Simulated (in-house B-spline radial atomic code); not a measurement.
A fraction x of an electron is removed from 3d in Rh3+, starting from [Kr] 4d6 and keeping the highest spin. All numbers are computed (scalar-relativistic (X2C) LC-wPBE, spin-polarised, spherical fractional occupations; Fermi nucleus of rms radius 4.4945 fm) with an all-electron radial atomic-structure program (B-spline basis), not measured.

Caution: exact exchange at fractional occupations of open shells leaves self-interaction of up to several eV.

| x | E(x) - E(0) (eV) | 3d down level (eV) |
| --- | --- | --- |
| 0 | 0.0000 | -342.517 |
| 0.09 | 30.9713 | -345.737 |
| 0.22 | 76.2213 | -350.424 |
| 0.35 | 122.0837 | -355.153 |
| 0.38 | ? | ? |
| 0.5 | 175.7689 | -360.659 |
| 0.52 | 182.9894 | -361.397 |
| 0.65 | ? | ? |
| 0.8 | 285.6373 | -371.831 |
| 0.98 | 353.1783 | -378.633 |
| 1 | 360.7586 | -379.393 |

Q: What belongs in the row x = 0.38?

A: An energy change of 132.7547 eV; 3d down at -356.250 eV.

Q: What belongs in the row x = 0.65?

A: An energy change of 230.2842 eV; 3d down at -366.219 eV.

Q: Check Janak's theorem between x = 0.09 and 0.22.

A: The slope of the energy is 348.08 eV; the orbital levels give 348.08 eV (-ε of the emptying orbital, averaged over the two points).
